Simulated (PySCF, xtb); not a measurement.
BrH₂SbTe₂, SMILES [Br][Sb]([TeH])[TeH].

Harmonic wavenumbers (cm⁻¹) from GFN2-xTB (xtb) at its own minimum, in rising order: 49, 62, 74, 116, 156, 198, 203, 210, 534, 577, 1938, 1944.

### Question
What does PBE-D3(BJ)/def2-SVP (PySCF) give at its own minimum? (The exact figures need the calculation; the answer reports its results.)

### Answer
45, 50, 68, 143, 171, 184, 190, 223, 491, 551, 2043, 2044. Paired by order, the mean absolute difference is 32 cm⁻¹ and the zero-point energies are 8.7 and 8.9 kcal/mol.
